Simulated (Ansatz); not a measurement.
V₆O₂₀H₁₀⁺. The state is a doublet with charge 1. Geometry PBE-D4/def2-SVP, that of the neutral singlet; atoms count from 1.

Cartesian coordinates in Å:
```
V -0.8352 0.9636 -1.5374
V 2.9327 0.1836 -1.0733
V 2.1012 -1.7107 0.7374
V -1.6127 -1.4642 -2.0831
V -2.6654 0.1317 2.2809
V 1.2085 2.1006 0.8550
O -3.6998 -0.8482 1.2943
O -3.2935 0.2383 3.9201
O -2.5921 1.7245 1.5950
O -1.2031 -0.5875 2.2446
O -2.7686 -1.1574 -3.3774
O 0.0412 -1.7761 -2.4782
O -0.1241 1.4757 -3.0941
O 3.2311 -2.8857 1.4056
O 0.3586 0.8288 -0.3170
O 0.5455 -1.9546 1.2999
O -2.1648 -1.7911 -0.6104
O 2.6339 -0.1353 0.9669
O 0.9512 1.5690 2.5266
O 0.3937 3.4300 0.6865
O -2.1631 1.7154 -1.0645
O 3.0170 2.5104 0.8389
O 2.4086 0.6199 -2.6766
O 4.4768 -0.0189 -1.1844
O 2.1826 -1.6187 -0.9964
O 2.6900 2.0622 -0.4637
H -3.2249 -1.3594 0.5623
H -2.7595 -0.0507 4.6863
H -2.4442 1.9041 0.6219
H -3.7310 -1.0691 -3.2344
H 0.8939 -1.8701 -1.9418
H -0.4650 2.1338 -3.7283
H 2.9181 -3.7089 1.8280
H 1.4956 0.9242 -2.9571
H -0.2700 -1.3212 1.7223
H 1.5368 0.8122 2.7457
```

Single mean-field runs in def2-SVP are fitted with def2-universal-jkfit. The structure holds one bond between oxygen atoms, so isomers without such links may lie far lower.

Question: Estimate the Mulliken populations of the heavy atoms from the PBE0/def2-SVP orbitals of Ansatz.

Answer: 
```csv
atom,charge (e),spin (α − β),d electrons
V1,1.01,0.27,3.19
V2,1.09,-0.03,3.18
V3,1.21,0.00,3.09
V4,1.02,0.59,3.20
V5,1.17,0.00,3.06
V6,1.08,-0.05,3.19
O7,-0.42,0.00,–
O8,-0.40,0.00,–
O9,-0.43,0.00,–
O10,-0.53,0.00,–
O11,-0.40,-0.04,–
O12,-0.42,-0.03,–
O13,-0.45,-0.02,–
O14,-0.40,0.00,–
O15,-0.62,0.00,–
O16,-0.48,0.00,–
O17,-0.44,-0.06,–
O18,-0.55,0.00,–
O19,-0.35,0.02,–
O20,-0.30,0.00,–
O21,-0.39,-0.03,–
O22,-0.12,0.24,–
O23,-0.38,0.01,–
O24,-0.24,0.01,–
O25,-0.62,0.00,–
O26,-0.30,0.12,–
```
Mulliken values depend strongly on the basis.

Question: Where does the spin sit?

Answer: Summed by element: V 0.77, O 0.23, H 0.00, of 1 unpaired in all. Largest on single atoms: V4 0.59, V1 0.27, O22 0.24.

Question: And the Mayer bond orders between heavy atoms (over 0.3)?

Answer: V1–V4 0.50 (2.61 Å); V1–O13 1.10 (1.79 Å); V1–O15 1.30 (1.71 Å); V1–O21 2.06 (1.60 Å); V2–O18 0.49 (2.09 Å); V2–O23 1.29 (1.74 Å); V2–O24 2.26 (1.56 Å); V2–O25 0.66 (1.95 Å); V2–O26 0.50 (1.99 Å); V3–O14 1.20 (1.76 Å); V3–O16 1.47 (1.67 Å); V3–O18 1.36 (1.68 Å); V3–O25 1.09 (1.74 Å); V4–O11 1.24 (1.76 Å); V4–O12 1.28 (1.73 Å); V4–O17 1.98 (1.61 Å); V5–O7 1.25 (1.73 Å); V5–O8 1.20 (1.76 Å); V5–O9 1.18 (1.74 Å); V5–O10 1.65 (1.63 Å); V6–O15 0.56 (1.93 Å); V6–O19 1.24 (1.77 Å); V6–O20 2.19 (1.57 Å); V6–O22 0.79 (1.85 Å); V6–O26 0.50 (1.98 Å); O22–O26 0.93 (1.42 Å).
